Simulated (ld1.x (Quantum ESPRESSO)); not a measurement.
# Before and after: TM potential for antimony

* Element: Sb (Z = 51)
* Generator: ld1.x (Quantum ESPRESSO) 7.5
* Type: norm-conserving Troullier–Martins (Kleinman–Bylander form)
* Functional: PW91
* Relativity: scalar-relativistic
* Frozen core: [Kr]
* Valence charge: 15
* Reference configuration: 4d10 5s2 5p2 (charge +1)
* Partial waves: 5s (bound): rc 1.85 bohr; 5p (bound): rc 1.85 bohr; 4d (bound): rc 1.25 bohr
* Local potential: the d channel
* Core correction: Bessel-smoothed model core inside 1.00 bohr

Change: wave 5p (bound): rc 1.85 bohr becomes 5p (bound): rc 1.28 bohr.

Cutoffs: the cutoffs (Ry, on a coarse ladder) from which the occupation-weighted sum of valence levels, in a spherical-Bessel basis at the reference potential, stays within 10 and 1 mRy of its value at 400 Ry; they do not see the model core or the augmentation charge, which bear on the density cutoff. Errors are all-electron minus pseudo energies relative to the spin-unpolarised reference configuration.

Q: Predict the effect on cutoff, ghosts and configuration errors.

A: Both files keep a bound ghost (p, s); of the 7 tests that both files solve, the error grows in 6 and shrinks in 1 by more than 15 % and 0.3 meV (median size 3.4 → 22.1 meV).

| quantity | base | changed |
| --- | --- | --- |
| cutoff, loose | 100 Ry | over 300 Ry |
| cutoff, tight | 160 Ry | over 300 Ry |
| loose cutoff by channel (10 mRy a level) | s 18 Ry, p 25 Ry, d 90 Ry | s 18 Ry, p 300 Ry, d 90 Ry |
| bound ghosts | s, p | p, s |
| error for 4d10 5s2 5p3, meV [ΔE -8.38 eV] | +2.7 | -8.8 |
| error for 4d10 5s2 5p1, meV [ΔE 16.05 eV] | -2.8 | -22 |
| error for 4d10 5s2 5p0, meV [ΔE 40.56 eV] | -6.3 | -90 |
| error for 4d10 5s2 5p2.5, meV [ΔE -5.09 eV] | +1.4 | -2.2 |
| error for 4d9 5s2 5p3, meV [ΔE 32.41 eV] | -293 | -220 |
| error for 4d10 5s1 5p0, meV [ΔE 84.96 eV] | -21 | -83 |
| error for 4d10 5s2 5p3.3, meV [ΔE -9.55 eV] | +3.4 | -13 |
| s: phases at 1.99 bohr within 0.05 rad from the reference energy up to (Ry; the scan ends near 5) | 2.1 | 2.1 |
| p: phases at 1.99 bohr within 0.05 rad from the reference energy up to (Ry; the scan ends near 5) | to the end of the scan | to the end of the scan |
| d: phases at 1.99 bohr within 0.05 rad from the reference energy up to (Ry; the scan ends near 5) | to the end of the scan | to the end of the scan |

 A true bound ghost makes a file unfit for plane-wave use even where its test errors are small: the radial tests pick states by their node count and pass the ghost by.
